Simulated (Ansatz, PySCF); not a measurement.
Ge(Me)(NH2)3 (CH9GeN3), SMILES [NH2][Ge]([NH2])([CH3])[NH2]. Atoms are numbered in the order given.

```xyz
14

C      1.6374    -0.7530     0.6891
Ge     0.0016     0.0175    -0.0100
N     -1.0076     0.5363     1.4403
N      0.2579     1.5362    -0.9850
N     -0.7031    -1.2052    -1.1929
H      1.4370    -1.6664     1.2696
H      2.1409    -0.0264     1.3423
H      2.3133    -1.0061    -0.1399
H     -1.9725     0.7848     1.2387
H     -0.9995    -0.1122     2.2230
H     -0.1123     2.3915    -0.5854
H      0.0464     1.4725    -1.9746
H     -0.6362    -2.1756    -0.8980
H     -1.6573    -1.0260    -1.4944
```

Geometry: PBE0-D3(BJ)/def2-SVP. One conformer was computed; it need not be the lowest.

Two levels are set side by side: PBE-D3(BJ)/def2-SVP (Ansatz, a first-principles code) and PBE0-D3(BJ)/def2-SVP (Ansatz). Each level has its own optimised geometry; the coordinates shown are those of the second. Frequencies come from the Hessian of PySCF at each geometry. Differences are taken from unrounded values.

```tsv
quantity	PBE0-D3(BJ)	PBE-D3(BJ)	PBE-D3(BJ) minus PBE0-D3(BJ)
mean bond length (Å)	1.295	1.309	0.013
bond C1–Ge2 (Å)	1.939	1.954	0.015
bond Ge2–N3 (Å)	1.841	1.866	0.025
bond Ge2–N4 (Å)	1.823	1.846	0.023
bond Ge2–N5 (Å)	1.841	1.866	0.025
bond C1–H6 (Å)	1.101	1.108	0.008
bond C1–H7 (Å)	1.099	1.107	0.008
bond C1–H8 (Å)	1.099	1.107	0.008
bond N3–H9 (Å)	1.017	1.027	0.011
bond N3–H10 (Å)	1.016	1.027	0.011
bond N4–H11 (Å)	1.014	1.025	0.011
bond N4–H12 (Å)	1.014	1.025	0.011
bond N5–H13 (Å)	1.016	1.027	0.011
bond N5–H14 (Å)	1.017	1.027	0.011
highest harmonic wavenumber (cm⁻¹)	3713	3566	-147
mean harmonic wavenumber (cm⁻¹)	1390	1345	-44
zero-point energy (kcal/mol)	71.53	69.24	-2.28
```

GGA bonds tend to be longer and softer than those of functionals with exact exchange. Differences between two approximate levels are no errors against the true value.
